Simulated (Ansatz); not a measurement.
Frontier orbitals of `C[O][W](=[S])(=[S])[Cl]`.

Charge 0, multiplicity 1. Correlated methods include outer-core shells of W, which these sets cover unevenly. W takes the def2 core potential. The geometry is a stationary point of PBE0-D4/def2-TZVP. It is one conformer, not always the lowest. Basis def2-TZVPP, the Gaussian-basis code of Ansatz.

A caution on the coupled-cluster cation, which keeps the state that its UHF reference found: spin contamination of the cation.

Problem. Compute the vertical ionisation energy as the energy of the cation minus that of the neutral molecule, at each level. (Estimate.)

Solution. Ansatz gave: 
```tsv
level	IE (eV)	difference from CCSD(T)/def2-TZVPP
PBE-D4/def2-TZVPP	8.81	-0.20
r2SCAN-D4/def2-TZVPP	8.93	-0.09
PBE0-D4/def2-TZVPP	8.98	-0.04
B3LYP-D4/def2-TZVPP	8.97	-0.04
ωB97X-V/def2-TZVPP	9.06	0.05
ωB97M-V/def2-TZVPP	9.05	0.03
B2PLYP/def2-TZVPP	9.09	0.07
HF/def2-TZVPP	7.84	-1.18
MP2/def2-TZVPP	10.01	0.99
CCSD/def2-TZVPP	8.91	-0.11
CCSD(T)/def2-TZVPP	9.02	0.00
HF/def2-QZVPP	7.81	-1.21
MP2/def2-QZVPP	10.13	1.11
```

B3LYP here is the variant with VWN-RPA as its local correlation; programs differ in this.
